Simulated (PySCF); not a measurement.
From results back to the method.

Compound: C₂H₄OSSi.
SMILES: `C#C[Si@H](O)S`

The closed-shell ground state was solved 6 times with PySCF (density fitting, gas phase), always with PBE0, in these basis sets: STO-3G, aug-cc-pVDZ, cc-pVDZ, cc-pVTZ, def2-SVPD and pcSseg-0. The structure is a single PBE0-D3(BJ)/def2-SVP conformer in the gas phase; no vibrational or solvent corrections.

```csv
row,total energy (Eh),HOMO (eV),LUMO (eV),dipole (D)
P,-840.7876,-7.68,-0.73,2.42
Q,-839.9215,-7.82,-0.54,3.63
R,-841.1927,-7.62,-0.55,2.39
S,-841.1214,-7.64,-0.77,2.34
T,-841.1019,-7.48,-0.32,2.54
U,-831.3089,-3.82,4.36,1.55
```

Task: Which basis belongs to which row?

Result: P = def2-SVPD, Q = pcSseg-0, R = cc-pVTZ, S = aug-cc-pVDZ, T = cc-pVDZ, U = STO-3G. From the lowest total energy up: cc-pVTZ (214 functions) 0 eV; aug-cc-pVDZ (159 functions) +1.94 eV; cc-pVDZ (98 functions) +2.47 eV; def2-SVPD (146 functions) +11.02 eV; pcSseg-0 (61 functions) +34.59 eV; STO-3G (37 functions) +268.95 eV.

Shape of the structure used: `[CH:1]#[C:2][Si@H:3]([OH:4])[SH:5]`: H–O4–Si3–C2 -58°, H–S5–Si3–C2 31°.
